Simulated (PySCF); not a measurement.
C2H7BFNO. Atoms are numbered in the order given.

```xyz
13

B     -0.0186    -0.7986     0.0000
F     -1.2148    -1.4015     0.0000
O      1.0617    -1.6255     0.0000
H      1.9061    -1.1703     0.0000
N      0.0223     0.6162     0.0000
C     -1.1845     1.4053     0.0000
C      1.2319     1.3899     0.0000
H     -1.2403     2.0579     0.8910
H     -1.2403     2.0579    -0.8910
H     -2.0621     0.7483     0.0000
H      1.3016     2.0422    -0.8905
H      1.3016     2.0422     0.8905
H      2.1250     0.7480     0.0000
```
Charge 0, spin multiplicity 1.

The structure is a stationary point at PBE0-D3(BJ)/def2-SVP. This is a generated structure with no PubChem entry under its InChIKey; it may be hypothetical. Other conformers were not sampled.

These are PySCF with KT2/pcSseg-1 values and carry that method's errors.

GIAO shieldings, no solvent; atoms listed in one row are averaged. δ = σ(ref) − σ: ¹¹B against BF3 (σ = 89.8 ppm); ¹⁹F against CFCl3 (σ = 127.1 ppm); ¹⁷O against H2O (σ = 330.4 ppm); ¹H against TMS (σ = 31.47 ppm); ¹⁵N against NH3 (σ = 266.2 ppm); ¹³C against TMS (σ = 185.1 ppm), references at their B3LYP-D3(BJ)/def2-TZVP geometries, non-relativistic.

Computed chemical shifts:
```json
[
 {"nucleus": "¹¹B", "atoms": "B1", "count": "1", "δ (ppm)": "6.5"},
 {"nucleus": "¹⁹F", "atoms": "F2", "count": "1", "δ (ppm)": "-185.9"},
 {"nucleus": "¹⁷O", "atoms": "O3", "count": "1", "δ (ppm)": "78.2"},
 {"nucleus": "¹H", "atoms": "H8, H9, H10", "count": "3", "δ (ppm)": "2.97"},
 {"nucleus": "¹H", "atoms": "H4", "count": "1", "δ (ppm)": "2.93"},
 {"nucleus": "¹H", "atoms": "H11, H12, H13", "count": "3", "δ (ppm)": "2.74"},
 {"nucleus": "¹⁵N", "atoms": "N5", "count": "1", "δ (ppm)": "61.1"},
 {"nucleus": "¹³C", "atoms": "C7", "count": "1", "δ (ppm)": "40.3"},
 {"nucleus": "¹³C", "atoms": "C6", "count": "1", "δ (ppm)": "38.8"}
]
```
